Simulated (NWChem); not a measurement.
System: AlNH$_{4}$O$_{2}$; SMILES [NH2][Al]([OH])[OH]

The following NWChem deck was run.

```
start job
memory heap 200 mb stack 900 mb global 1100 mb
geometry units angstroms
  Al     0.021136    -0.009920    -0.003599
  O      1.508758    -0.498428    -0.532059
  H      2.220139    -0.488880    -1.153264
  O     -0.615517    -0.579136     1.406682
  H     -0.574599    -1.113628     2.185634
  N     -0.988531     1.147234    -0.896863
  H     -1.895829     1.446416    -0.582442
  H     -0.757249     1.583817    -1.773657
end
basis spherical
  * library def2-svp
end
dft
  xc pbe0
  iterations 150
end
driver
  maxiter 120
end
task dft optimize
task dft freq
```

NWChem printed, in part:

```
             Northwest Computational Chemistry Package (NWChem) 7.3.0
             --------------------------------------------------------

 C1  symmetry detected

                             Geometry "geometry" -> ""
                             -------------------------

 Output coordinates in angstroms (scale by  1.889725989 to convert to a.u.)

  No.       Tag          Charge          X              Y              Z
 ---- ---------------- ---------- -------------- -------------- --------------
    1 Al                  13.0000    -0.01017045    -0.04431810    -0.00021523
    2 O                    8.0000     0.75659625    -1.50821629     0.00020364
    3 H                    1.0000     1.53355261    -2.04523393     0.00097778
    4 O                    8.0000    -1.65557312     0.05997173     0.00007656
    5 H                    1.0000    -2.51700328    -0.32997672     0.00076506
    6 N                    7.0000     0.86315267     1.50282717     0.00107547
    7 H                    1.0000     0.40277838     2.39703359    -0.00216327
    8 H                    1.0000     1.86263442     1.62047857    -0.00655144

 Effective nuclear repulsion energy (a.u.)     162.9702617843

                                Z-matrix (autoz)
                                --------

 Units are Angstrom for bonds and degrees for angles

[...]

      ----------------------
      Optimization converged
      ----------------------

  Step       Energy      Delta E   Gmax     Grms     Xrms     Xmax
  ---- ---------------- -------- -------- -------- -------- --------
@   10    -449.60387296 -2.9D-07  0.00004  0.00002  0.00047  0.00111
                                     ok       ok       ok       ok

                                Z-matrix (autoz)
                                --------

 Units are Angstrom for bonds and degrees for angles

[...]

 Rotational Constants
 --------------------
 A=   0.218061 cm-1  (  0.313734 K)
 B=   0.203773 cm-1  (  0.293177 K)
 C=   0.105337 cm-1  (  0.151554 K)

 Temperature                      =   298.15K
 frequency scaling parameter      =   1.0000

 Zero-Point correction to Energy  =   33.126 kcal/mol  (  0.052790 au)
 Thermal correction to Energy     =   37.348 kcal/mol  (  0.059518 au)
 Thermal correction to Enthalpy   =   37.940 kcal/mol  (  0.060461 au)

 Total Entropy                    =   77.455 cal/mol-K
   - Translational                =   38.922 cal/mol-K (mol. weight =  77.0057)
   - Rotational                   =   25.336 cal/mol-K (symmetry #  =        1)
   - Vibrational                  =   13.198 cal/mol-K

 Cv (constant volume heat capacity) =   22.859 cal/mol-K
   - Translational                  =    2.979 cal/mol-K
   - Rotational                     =    2.979 cal/mol-K
   - Vibrational                    =   16.900 cal/mol-K

[normal modes left out]

 ----------------------------------------------------------------------------
 Normal Eigenvalue ||           Projected Infra Red Intensities
  Mode   [cm**-1]  || [atomic units] [(debye/angs)**2] [(KM/mol)] [arbitrary]
 ------ ---------- || -------------- ----------------- ---------- -----------
    1       -0.000 ||    0.000393           0.009         0.383       0.059
    2       -0.000 ||    0.000211           0.005         0.206       0.032
    3       -0.000 ||    0.000338           0.008         0.330       0.051
    4       -0.000 ||    0.000148           0.003         0.145       0.022
    5        0.000 ||    0.001238           0.029         1.207       0.186
    6        0.000 ||    0.000236           0.005         0.230       0.035
    7      206.770 ||    0.005197           0.120         5.066       0.781
    8      207.812 ||    0.072152           1.665        70.337      10.840
    9      232.761 ||    0.030903           0.713        30.126       4.643
   10      281.074 ||    0.031336           0.723        30.548       4.708
   11      300.017 ||    0.017038           0.393        16.610       2.560
   12      346.655 ||    0.210726           4.862       205.426      31.660
   13      363.305 ||    0.183008           4.222       178.405      27.495
   14      520.536 ||    0.175883           4.058       171.459      26.425
   15      593.543 ||    0.136987           3.160       133.542      20.581
   16      660.376 ||    0.064107           1.479        62.495       9.632
   17      703.631 ||    0.013259           0.306        12.926       1.992
   18      926.098 ||    0.175453           4.048       171.040      26.360
   19      952.479 ||    0.175812           4.056       171.390      26.414
   20     1526.577 ||    0.052634           1.214        51.310       7.908
   21     3632.661 ||    0.029798           0.687        29.048       4.477
   22     3726.306 ||    0.033047           0.762        32.216       4.965
   23     3994.506 ||    0.101520           2.342        98.967      15.252
   24     4008.266 ||    0.086011           1.984        83.848      12.922
 ----------------------------------------------------------------------------
```

Level: PBE0/def2-SVP.
